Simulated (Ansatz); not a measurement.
Ge3O2. Charge 0, multiplicity 1. Geometry B3LYP-D4/def2-SVP.

```
atom   x (Å)   y (Å)   z (Å)
 Ge1   1.501  -0.373   1.011
 Ge2  -0.682  -0.011  -1.391
 Ge3  -0.944   0.393   1.287
  O4   0.735   1.131   1.670
  O5  -0.610  -1.140  -2.577
```

LC-ωPBE has ω = 0.4 bohr⁻¹. The restricted singlet is unstable towards broken spin symmetry in Hartree–Fock (as tested in another run); at PBE-D4/def2-TZVP, r2SCAN-D4/def2-TZVP, PBE0-D4/def2-TZVP, LC-ωPBE/def2-TZVP and others this wasn't settled. Another isomer (singlet) lies 1.88 eV lower at PBE0-D4/def2-TZVP; other spin states weren't run for this one.

(1) Estimate the orbital energies around the gap (eV) in Ansatz with PBE-D4/def2-TZVP, r2SCAN-D4/def2-TZVP, PBE0-D4/def2-TZVP, LC-ωPBE/def2-TZVP, ωB97X-V/def2-TZVP.

## Answers

(1) 
| orbital | PBE-D4/def2-TZVP | r2SCAN-D4/def2-TZVP | PBE0-D4/def2-TZVP | LC-ωPBE/def2-TZVP | ωB97X-V/def2-TZVP |
| --- | --- | --- | --- | --- | --- |
| HOMO−9 | -13.16 | -13.73 | -14.93 | -18.33 | -17.81 |
| HOMO−8 | -12.32 | -12.77 | -13.95 | -17.11 | -16.61 |
| HOMO−7 | -11.10 | -11.54 | -12.65 | -15.60 | -15.19 |
| HOMO−6 | -8.91 | -9.30 | -10.40 | -13.24 | -12.85 |
| HOMO−5 | -8.39 | -8.79 | -9.79 | -12.52 | -12.16 |
| HOMO−4 | -8.08 | -8.45 | -9.37 | -12.05 | -11.69 |
| HOMO−3 | -7.47 | -7.81 | -8.81 | -11.65 | -11.26 |
| HOMO−2 | -7.41 | -7.77 | -8.75 | -11.50 | -11.11 |
| HOMO−1 | -6.99 | -7.30 | -8.10 | -10.55 | -10.23 |
| HOMO | -5.09 | -5.34 | -5.94 | -8.01 | -7.75 |
| LUMO | -4.09 | -4.11 | -3.42 | -1.37 | -1.42 |
| LUMO+1 | -3.57 | -3.61 | -2.95 | -1.00 | -1.03 |
| LUMO+2 | -2.66 | -2.60 | -1.92 | 0.13 | 0.08 |
| LUMO+3 | -1.94 | -1.87 | -1.29 | 0.66 | 0.58 |
| LUMO+4 | -1.36 | -1.20 | -0.56 | 1.57 | 1.49 |
| LUMO+5 | -0.78 | -0.55 | 0.05 | 2.25 | 2.12 |
